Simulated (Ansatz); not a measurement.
Program: Ansatz 0.2.0.

A structure relaxed at PBE0-D4/def2-TZVP, charge 0, multiplicity 1:

```
atom   x (Å)   y (Å)   z (Å)
  C1   1.408  -0.236  -1.249
 Si2  -0.292  -0.099  -0.550
  F3  -1.327  -0.587  -1.659
  C4  -0.714  -0.544   1.193
  B5  -0.908   1.042   1.223
  O6  -0.681   1.473  -0.063
  H7   1.627  -1.268  -1.534
  H8   2.153   0.088  -0.520
  H9   1.502   0.391  -2.139
 H10  -1.643  -1.104   1.330
 H11   0.043  -0.957   1.859
 H12  -1.168   1.802   2.108
```

(1) Give its formula and SMILES.

(2) Summarise the bond lengths by kind.

## Answers

(1) C2H6BFOSi, `C[Si]1(F)CBO1`.

(2) 2 × C–Si 1.843 to 1.848 Å; 5 × C–H 1.090 to 1.093 Å; 1 × F–Si 1.594 Å; 1 × O–Si 1.691 Å; 1 × B–C 1.599 Å; 1 × B–O 1.374 Å; 1 × B–H 1.196 Å.
